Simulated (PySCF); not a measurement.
C₇H₆ClO (charge -1).
Bonds: C1–C2, C2–O3 (double), C2–C4, C4–C5 (aromatic), C5–C6 (aromatic), C6–C7 (aromatic), C7–C8 (aromatic), C8–Cl9, C4–C8 (aromatic). Hydrogens: H10, H11, H12 on C1; H13 on C5; H14 on C6; H15 on C7.

The geometry is computed with GFN2-xTB (gas phase).

(1) What internal coordinates does the optimisation give?

Results:

(1) 
```
                  bond  length (bohr)
                 C1–C2          2.888
                 C2=O3          2.337
                 C2–C4          2.685
                 C4–C5          2.691
                 C5–C6          2.591
                 C6–C7          2.667
                 C7–C8          2.595
                C8–Cl9          3.288
                 C4–C8          2.684
C1–H10, C1–H11, C1–H12          2.057
                C5–H13          2.033
                C6–H14          2.040
                C7–H15          2.037
```

Bonds in one row agree within 0.02 bohr and their mean is given. A selection of angles:
```
     angle  degrees
 C2–C1–H10    109.2
H10–C1–H11    109.3
H11–C1–H12    108.4
  C1–C2–O3    118.4
  C1–C2–C4    117.9
  O3–C2–C4    123.8
  C2–C4–C5    123.6
  C2–C4–C8    131.7
  C5–C4–C8    104.6
  C4–C5–C6    109.4
 C4–C5–H13    123.3
 C6–C5–H13    127.2
  C5–C6–C7    108.5
 C5–C6–H14    126.6
 C7–C6–H14    124.9
  C6–C7–C8    107.2
 C6–C7–H15    126.6
 C8–C7–H15    126.2
 C7–C8–Cl9    121.9
  C4–C8–C7    110.3
 C4–C8–Cl9    127.9
```

Dihedral angles: C1–C2–C4–C5 180° (antiperiplanar).

Of the pairs four or more bonds apart, C1···Cl9 is among the closest relative to their van der Waals radii: 3.11 Å, 90 % of the sum of Bondi's values. C5 (aromatic CH carbon) is planar (angles 127.2°, 123.3° and 109.4°, sum 360.0°, 0.00 Å off the plane of its three neighbours). The C–C distances run from 1.371 Å (C5–C6, aromatic) to 1.528 Å (C1–C2, drawn single), a spread of 0.157 Å. The 9 heavy atoms lie in one plane (0.001 Å rms). The 5-membered ring C4–C5–C6–C7–C8 has internal angles of 104.6° to 110.3° (sum 540°, against 540° for a flat polygon); it is planar, 0.00 Å rms from its mean plane, widest ring torsion 0°. C7 (aromatic CH carbon) is planar (angles 126.6°, 126.2° and 107.2°, sum 360.0°, 0.00 Å off the plane of its three neighbours). C6 (aromatic CH carbon) is planar (angles 126.6°, 124.9° and 108.5°, sum 360.0°, 0.00 Å off the plane of its three neighbours).

Point group: Cs (tolerance 0.08 Å). GFN2-xTB frequencies: not computed here.

One conformer stands for the species.
